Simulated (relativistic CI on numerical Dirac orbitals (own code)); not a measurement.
**Pt5+: 5p photoemission**

Computed with this model: Dirac-Coulomb-Breit CI, KLI orbitals optimised for each configuration, model QED (radiative potential, 1s self-energy scaled to tabulated hydrogen-like ionisation energies), valence Slater integrals scaled by 0.8, multiplet model of photoemission in the sudden approximation; configurations [Xe] 4f14 5d5 → [Kr] 4d10 4f14 5s2 5p5 5d5; 80 K; Lorentzian 1.05 eV and Gaussian 0.6 eV FWHM. Energies are those of the free ion, without screening or charge transfer. The energies are binding energies and can lie tens of eV above those of solids. S is read from ⟨S²⟩ = S(S + 1).

Field parameters in Wybourne normalisation: D4h B²₀ = −7Ds, B⁴₀ = 21(Dq − Dt), B⁴₄ = 21√(5/14) Dq. The field is a parameter set, without covalency.

free ion: ground-state S = 2.31, centroid 133.71 eV. Peaks (eV, height): 123.8 (100), 125.8 (98), 132.0 (21), 134.0 (15), 139.0 (17), 146.4 (39), 150.8 (32), 152.6 (13).

D4h, 10Dq = 31500, Ds = -1500, Dt = 690 cm⁻¹: ground-state S = 0.81, centroid 133.80 eV. Peaks (eV, height): 125.6 (100), 131.4 (12), 136.2 (8), 146.2 (35), 149.4 (19), 152.2 (8).

Strongest unbroadened transitions for free ion:

```tsv
Energy (eV)	Relative strength
123.76	100.0
125.77	69.3
126.17	33.6
127.13	7.3
131.56	5.0
131.80	3.2
132.09	7.8
132.78	5.5
133.95	6.7
139.14	14.8
146.29	33.2
147.19	17.5
148.46	7.3
148.57	5.2
149.41	2.6
150.28	4.3
150.91	28.3
152.68	8.5
```
